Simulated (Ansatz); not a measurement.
Isolated molecules relaxed with PBE0-D4/def2-TZVP in Ansatz; ΔE leaves out vibrations. CCSD(T)/CBS is the MP2 limit (def2-TZVPP, def2-QZVPP) plus CCSD(T) − MP2 in def2-TZVPP, frozen cores. DFT in def2-TZVPP. For Zn outer-core shells are correlated without core-valence functions, which leaves a few kJ/mol of doubt a bond. Scalar relativity is left out up to krypton. One conformer a species, not always the lowest.

Reaction (redistribution): `[OH][Zn][O][SiH3]` + `C[SiH2]C=O` → `O=C[SiH2][Zn][OH]` + `CO[SiH3]`

CCSD(T)/CBS gives +28.6 kcal/mol.

Task: Another level gave +22.0 kcal/mol. Which?
A. PBE0-D4/def2-TZVPP
B. CCSD(T)/def2-TZVPP
C. PBE/def2-TZVPP
D. ωB97X-V/def2-TZVPP

Result: C. PBE 22.0, ωB97X-V 26.2, PBE0-D4 23.8, CCSD(T)/def2-TZVPP 28.4 kcal/mol.

Largest T1 diagnostic among the species: 0.017.

From PBE to PBE0 (25 % exact exchange), in def2-TZVPP and without D4, ΔE moves by +1.8 kcal/mol.
